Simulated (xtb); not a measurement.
A run for xtb: GFN1-xTB on BH5N2 (SMILES NBN), a point of a torsion scan.

```
$ xtb mol.xyz --gfn 1 --sp --chrg 0 --uhf 0
8

N      1.17971651    -0.26523033     0.12832614
B      0.07686848     0.60793581     0.21408053
N     -0.38036294     1.05098640     1.46181458
H      1.27732376    -0.92672491    -0.62022697
H      1.63783248    -0.59004652     0.96472101
H     -0.48817381     0.93061993    -0.76105659
H      0.08270736     0.82738180     2.32613246
H     -1.08973378     1.75235373     1.57112155
```

The log:

```
[...]
           -------------------------------------------------
          |                Calculation Setup                |
           -------------------------------------------------



           -------------------------------------------------
          |                 G F N 1 - x T B                 |
           -------------------------------------------------

        Reference                      10.1021/acs.jctc.7b00118
      * Hamiltonian:
        H0-scaling (s, p, d)           1.850000    2.250000    2.000000
        zeta-weighting                 0.000000
      * Dispersion:
        s8                             2.400000
        a1                             0.630000
        a2                             5.000000
        s9                             0.000000
      * Repulsion:
        kExp                           1.500000
        rExp                           1.000000
      * Coulomb:
        alpha                          2.000000
        third order                    atomic
        anisotropic                    false
      * Halogen bond correction:
        rad-scale                      1.300000
        damping                        0.440000


          ...................................................
          :                      SETUP                      :
          :.................................................:
          :  # basis functions                  22          :
          :  # atomic orbitals                  22          :
          :  # shells                           16          :
          :  # electrons                        18          :
          :  # halogen bonds                     0          :
          :  max. iterations                   250          :
          :  Hamiltonian                  GFN1-xTB          :
          :  restarted?                      false          :
          :  GBSA solvation                  false          :
          :  PC potential                    false          :
          :  electronic temp.          300.0000000     K    :
          :  accuracy                    1.0000000          :
          :  -> integral cutoff          0.2500000E+02      :
          :  -> integral neglect         0.1000000E-07      :
          :  -> SCF convergence          0.1000000E-05 Eh   :
          :  -> wf. convergence          0.2000000E-04 e    :
          :  Broyden damping             0.4000000          :
          :  net charge                          0          :
          :  unpaired electrons                  0          :
          ...................................................

 iter      E             dE          RMSdq      gap      omega  full diag
   1    -10.6859540 -0.106860E+02  0.749E+00    6.69       0.0  T
   2    -10.7009278 -0.149738E-01  0.444E+00    6.47       1.0  T
   3    -10.7012329 -0.305074E-03  0.718E-01    6.17       1.0  T
   4    -10.7020502 -0.817279E-03  0.439E-01    6.57       1.0  T
   5    -10.7028123 -0.762087E-03  0.173E-01    6.45       1.0  T
   6    -10.7029540 -0.141754E-03  0.189E-02    6.36       1.9  T
   7    -10.7029557 -0.166537E-05  0.173E-03    6.37      20.4  T
   8    -10.7029557 -0.128066E-07  0.805E-05    6.37     439.2  T
   9    -10.7029557 -0.197566E-10  0.227E-05    6.37    1558.0  T

   *** convergence criteria satisfied after 9 iterations ***

         #    Occupation            Energy/Eh            Energy/eV
      -------------------------------------------------------------
         1        2.0000           -0.7388751             -20.1058
       ...           ...                  ...                  ...
         3        2.0000           -0.5619134             -15.2904
         4        2.0000           -0.5518788             -15.0174
         5        2.0000           -0.5338585             -14.5270
         6        2.0000           -0.4927821             -13.4093
         7        2.0000           -0.4382371             -11.9250
         8        2.0000           -0.4348907             -11.8340
         9        2.0000           -0.3897925             -10.6068 (HOMO)
        10                         -0.1556708              -4.2360 (LUMO)
        11                         -0.1064973              -2.8979
        12                         -0.1020919              -2.7781
        13                         -0.0594701              -1.6183
        14                         -0.0289593              -0.7880
       ...                                ...                  ...
        22                          0.6466924              17.5974
      -------------------------------------------------------------
                  HL-Gap            0.2341217 Eh            6.3708 eV
             Fermi-level           -0.2727316 Eh           -7.4214 eV

 SCC (total)                   0 d,  0 h,  0 min,  0.003 sec
 SCC setup                      ...        0 min,  0.000 sec (  1.814%)
 Dispersion                     ...        0 min,  0.000 sec (  0.815%)
 classical contributions        ...        0 min,  0.000 sec (  0.332%)
 integral evaluation            ...        0 min,  0.001 sec ( 23.896%)
 iterations                     ...        0 min,  0.001 sec ( 25.262%)
 molecular gradient             ...        0 min,  0.002 sec ( 45.727%)
 printout                       ...        0 min,  0.000 sec (  2.036%)

         :::::::::::::::::::::::::::::::::::::::::::::::::::::
         ::                     SUMMARY                     ::
         :::::::::::::::::::::::::::::::::::::::::::::::::::::
         :: total energy             -10.565193887002 Eh    ::
         :: gradient norm              0.021838845685 Eh/a0 ::
         :: HOMO-LUMO gap              6.370774745480 eV    ::
         ::.................................................::
         :: SCC energy               -10.702955684969 Eh    ::
         :: -> electrostatic           0.034060685507 Eh    ::
         :: repulsion energy           0.139332310618 Eh    ::
         :: dispersion energy         -0.001570512651 Eh    ::
         :: halogen bond corr.         0.000000000000 Eh    ::
         :: add. restraining           0.000000000000 Eh    ::
         :: total charge              -0.000000000000 e     ::
         :::::::::::::::::::::::::::::::::::::::::::::::::::::

           -------------------------------------------------
          |                Property Printout                |
           -------------------------------------------------

    * Orbital Energies and Occupations

         #    Occupation            Energy/Eh            Energy/eV
      -------------------------------------------------------------
         1        2.0000           -0.7388751             -20.1058
         2        2.0000           -0.7316359             -19.9088
         3        2.0000           -0.5619134             -15.2904
         4        2.0000           -0.5518788             -15.0174
         5        2.0000           -0.5338585             -14.5270
         6        2.0000           -0.4927821             -13.4093
         7        2.0000           -0.4382371             -11.9250
         8        2.0000           -0.4348907             -11.8340
         9        2.0000           -0.3897925             -10.6068 (HOMO)
        10                         -0.1556708              -4.2360 (LUMO)
        11                         -0.1064973              -2.8979
        12                         -0.1020919              -2.7781
        13                         -0.0594701              -1.6183
        14                         -0.0289593              -0.7880
        15                         -0.0270648              -0.7365
        16                          0.2520428               6.8584
        17                          0.2600807               7.0772
Note: The following floating-point exceptions are signalling: IEEE_DENORMAL
normal termination of xtb
        18                          0.2916335               7.9358
        19                          0.4545172              12.3680
        20                          0.5015966              13.6491
       ...                                ...                  ...
        22                          0.6466924              17.5974
      -------------------------------------------------------------
                  HL-Gap            0.2341217 Eh            6.3708 eV
             Fermi-level           -0.2727316 Eh           -7.4214 eV

  Mulliken/CM5 charges         n(s)   n(p)   n(d)
     1N    -0.50624 -0.89561   1.433  4.073  0.000
     2B     0.32974  0.19584   0.854  1.816  0.000
     3N    -0.49594 -0.88686   1.429  4.067  0.000
     4H     0.19795  0.39512   0.802  0.000  0.000
     5H     0.19308  0.39146   0.807  0.000  0.000
     6H    -0.11366  0.00952   1.114  0.000  0.000
     7H     0.19691  0.39533   0.803  0.000  0.000
     8H     0.19815  0.39521   0.802  0.000  0.000

Wiberg/Mayer (AO) data.
largest (>0.10) Wiberg bond orders for each atom

 ---------------------------------------------------------------------------
     #   Z sym  total        # sym  WBO       # sym  WBO       # sym  WBO
 ---------------------------------------------------------------------------
     1   7 N    3.162 --     2 B    1.213     5 H    0.943     4 H    0.937
     2   5 B    3.452 --     3 N    1.246     1 N    1.213     6 H    0.952
     3   7 N    3.192 --     2 B    1.246     7 H    0.938     8 H    0.938
     4   1 H    0.968 --     1 N    0.937
     5   1 H    0.965 --     1 N    0.943
     6   1 H    0.985 --     2 B    0.952
     7   1 H    0.963 --     3 N    0.938
     8   1 H    0.968 --     3 N    0.938
 ---------------------------------------------------------------------------

Topologies differ in total number of bonds
Writing topology from bond orders to xtbtopo.mol

 dipole moment from electron density (au)
     X       Y       Z
   0.1668  -0.2888   0.7018  total (Debye):    1.975


           -------------------------------------------------
          | TOTAL ENERGY              -10.565193887002 Eh   |
          | GRADIENT NORM               0.021838845685 Eh/α |
          | HOMO-LUMO GAP               6.370774745480 eV   |
           -------------------------------------------------

------------------------------------------------------------------------
------------------------------------------------------------------------
 total:
 SCF:
```

The run finished.

Cost: about 0.020 core-seconds (a rough figure).
